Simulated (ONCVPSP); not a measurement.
**Plane-wave convergence, ONCV potential for Hg (Z = 80)**

- Element: mercury (Hg)
- Generator: ONCVPSP 4.0.1
- Type: optimised norm-conserving Vanderbilt (ONCV)
- Functional: PBEsol
- Relativity: fully relativistic
- Frozen core: [Kr] 4d10 4f14
- Valence charge: 20
- Reference configuration: 5s2 5p6 5d10 (charge +2)
- Partial waves: 5s: rc 1.30 bohr, ncon 4, nbas 7, qcut 7.6 1/bohr, 1 projector; 5p: rc 1.25 bohr, ncon 4, nbas 8, qcut 11.7 1/bohr, 2 projectors, debl 0.4 Ha; 5d: rc 1.55 bohr, ncon 4, nbas 8, qcut 11.9 1/bohr, 1 projector
- Local potential: polynomial inside 1.10 bohr (lpopt 5, dvloc0 -1 Ha)
- Core correction: none

Open shells are filled in proportion to 2j + 1.

In the p channel the program set the typed energies aside and used -2.972, 0.250 Ha (j = l + 1/2; the other j can differ).

**Question.** For each optimised wave give the share of its norm inside rc, the residual kinetic energy above qcut (Ha) and the cutoffs (Ha) for errors of 10, 1, 0.1 and 0.01 mHa per electron.

**Answer.**

| wave | norm inside rc | residual KE | 10 mHa | 1 mHa | 0.1 mHa | 0.01 mHa |
| --- | --- | --- | --- | --- | --- | --- |
| 5s | 0.905 | 9.5e-04 | 22.8 | 29.1 | 70.1 | 100.9 |
| 5p j=3/2 | 0.727 | 2.9e-07 | 36.5 | 46.6 | 54.4 | 60.5 |
| p projector 2 j=3/2 | 0.028 | 5.5e-08 | 24.9 | 38.5 | 48.4 | 56.1 |
| 5p j=1/2 | 0.818 | 6.0e-07 | 37.5 | 47.9 | 55.7 | 61.6 |
| p projector 2 j=1/2 | 0.026 | 2.6e-07 | 23.9 | 40.6 | 51.0 | 58.8 |
| 5d j=5/2 | 0.628 | 1.2e-08 | 16.7 | 21.2 | 33.4 | 44.9 |
| 5d j=3/2 | 0.664 | 1.3e-08 | 18.0 | 22.7 | 27.1 | 43.0 |

The occupied waves need 48 Ha and 70 Ha for 1 and 0.1 mHa. Note: ghosts flagged at negative energy: s at -57.8 eV; GHOST(+) flagged for p3/2 at 439.8 eV. A true bound ghost makes a file unfit for plane-wave use. 3 of 4 tests not solved or not reliable.
